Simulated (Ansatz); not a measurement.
Species: thiosilicic acid, sum formula H$_{4}$SiSO$_{3}$, charge 0, multiplicity 1. 
Coordinates optimised at B3LYP-D3(BJ)/def2-TZVP (Ansatz, an electronic-structure program):
```xyz
9

O      0.5711    -0.1832     1.6663
Si    -0.2167    -0.1738     0.2354
O     -0.5207    -1.7395    -0.1244
O     -1.6636     0.5950     0.2326
S      1.0110     0.8759    -1.1583
H      0.3597    -0.9015     2.2704
H     -1.0819    -1.9271    -0.8812
H     -1.6689     1.5454     0.3742
H      2.1556     0.3238    -0.7216
```
Charge 0, spin multiplicity 1.

Atomisation energy built up term by term with Ansatz (kcal/mol; UHF references for open shells; valence terms freeze the core; atomic spin-orbit terms are left out). CBS marks a two-point X^-3 extrapolation of the correlation energy; Hartree-Fock from the larger set.

```json
[
 {"term": "Hartree-Fock", "basis": "aug-cc-pV(Q+d)Z", "kcal/mol": "581.35"},
 {"term": "CCSD correlation", "basis": "CBS(aug-cc-pV(T+d)Z,aug-cc-pV(Q+d)Z)", "kcal/mol": "245.69"},
 {"term": "(T)", "basis": "CBS(aug-cc-pV(T+d)Z,aug-cc-pV(Q+d)Z)", "kcal/mol": "16.95"},
 {"term": "core correlation", "basis": "cc-pwCVTZ", "kcal/mol": "1.57"},
 {"term": "scalar relativity (X2C)", "basis": "cc-pVTZ-DK against cc-pVTZ", "kcal/mol": "-2.15"},
 {"term": "sum: De", "basis": "", "kcal/mol": "843.4"}
]
```

(T) makes 2.0 % of the CCSD(T) atomisation energy; under 5 % is typical of single-reference molecules.
